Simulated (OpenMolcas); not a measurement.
# CH3ClFIn (SMILES [CH3][In]([F])[Cl]): the energy, rung by rung

CH3ClFIn has 7 atoms, charge 0, and is taken as a singlet. SMILES: `[CH3][In]([F])[Cl]`. Geometry: relaxed at PBE0-D4/def2-TZVP.

```xyz
7

C    -0.3908    0.9514    0.4273
In    0.3910   -0.8461   -0.3843
F     2.3060   -1.1255   -0.6005
Cl   -0.7284   -2.7287   -1.1355
H    -1.1129    1.3730   -0.2708
H    -0.8913    0.7257    1.3685
H     0.4263    1.6504    0.5952
```

Quantity: the energy change with the In2–Cl4 bond stretched from 2.316 to 4.168 Å, in eV. The values are calculated.

```json
{"level": "HF/def2-SVP (core potential) (unrestricted)", "kind": "Hartree–Fock", "program": "OpenMolcas", "value (eV)": "3.02", "less CCSD(T)/def2-SVP": "-0.55", "CPU time (all runs)": "27 s"}
{"level": "SVWN5/def2-SVP (core potential) (restricted)", "kind": "LDA", "program": "OpenMolcas", "value (eV)": "3.55", "less CCSD(T)/def2-SVP": "-0.02", "CPU time (all runs)": "2 min"}
{"level": "revPBE/def2-SVP (core potential) (restricted)", "kind": "GGA", "program": "OpenMolcas", "value (eV)": "3.02", "less CCSD(T)/def2-SVP": "-0.55", "CPU time (all runs)": "2.2 min"}
{"level": "M06-L/def2-SVP (core potential) (restricted)", "kind": "meta-GGA", "program": "OpenMolcas", "value (eV)": "3.33", "less CCSD(T)/def2-SVP": "-0.24", "CPU time (all runs)": "2.4 min"}
{"level": "M06-2X/def2-SVP (core potential) (restricted)", "kind": "hybrid meta-GGA", "program": "OpenMolcas", "value (eV)": "3.96", "less CCSD(T)/def2-SVP": "+0.39", "CPU time (all runs)": "87 s"}
{"level": "B2PLYP/def2-SVP (core potential) (restricted)", "kind": "double hybrid", "program": "OpenMolcas", "value (eV)": "3.62", "less CCSD(T)/def2-SVP": "+0.05", "CPU time (all runs)": "64 s"}
{"level": "MP2/def2-SVP (core potential) (restricted)", "kind": "perturbation theory", "program": "OpenMolcas", "value (eV)": "4.18", "less CCSD(T)/def2-SVP": "+0.61", "CPU time (all runs)": "24 s"}
{"level": "CCSD(T)/def2-SVP (core potential) (restricted)", "kind": "coupled cluster or CI", "program": "OpenMolcas", "value (eV)": "3.57", "less CCSD(T)/def2-SVP": "0.00", "CPU time (all runs)": "4.6 min"}
```

Differences are taken from CCSD(T)/def2-SVP (core potential) (restricted) for orientation; it has basis-set and higher-order errors of its own. At this stretch a single reference begins to fail. The first shape isn't each level's own minimum. The values span 3.02 to 4.18 eV. Spin contamination of the reference (⟨S²⟩ at least 0.1 too high) touches HF/def2-SVP. In the correlated wave-function rows the outer d shell of In is correlated, in sets not made for it. Times are those of the runs behind each value, whatever else they computed, on shared processors of several kinds: orders of magnitude only.
